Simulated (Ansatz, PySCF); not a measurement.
Process, species as SMILES: O=BCl + H+ → [OH+]=BCl
Structures are relaxed separately at B3LYP-D3(BJ)/def2-TZVP in Ansatz (a program for electronic structure).

Property: proton affinity (electronic energy difference), positive where the reaction releases energy, in eV. Cores are frozen in the correlated levels unless marked. Spin-orbit coupling is left out. Non-relativistic. CBS(X,Y): correlation extrapolated as X^-3; Hartree-Fock from the larger set.

```
level                                        program  proton affinity (eV)  minus last row
------------------------------------  --------------  --------------------  --------------
HF-D3(BJ)/def2-TZVPD                   PySCF + dftd3                  7.96            0.43
BP86/def2-TZVPD                                PySCF                  7.54            0.01
TPSS/def2-TZVPD                                PySCF                  7.60            0.07
B3LYP/def2-TZVPD                              Ansatz                  7.59            0.06
r2SCANh-D4/def2-TZVPD                 Ansatz + dftd4                  7.64            0.11
HSE06-D3(BJ)/def2-TZVPD               Ansatz + dftd3                  7.64            0.11
MP2/cc-pV(T+d)Z                               Ansatz                  7.49           -0.04
CCSD/cc-pV(D+d)Z                              Ansatz                  7.59            0.06
CCSD(T)/cc-pV(D+d)Z                           Ansatz                  7.55            0.02
CCSD(T)/CBS(cc-pV(T+d)Z,cc-pV(Q+d)Z)          Ansatz                  7.53            0.00
```
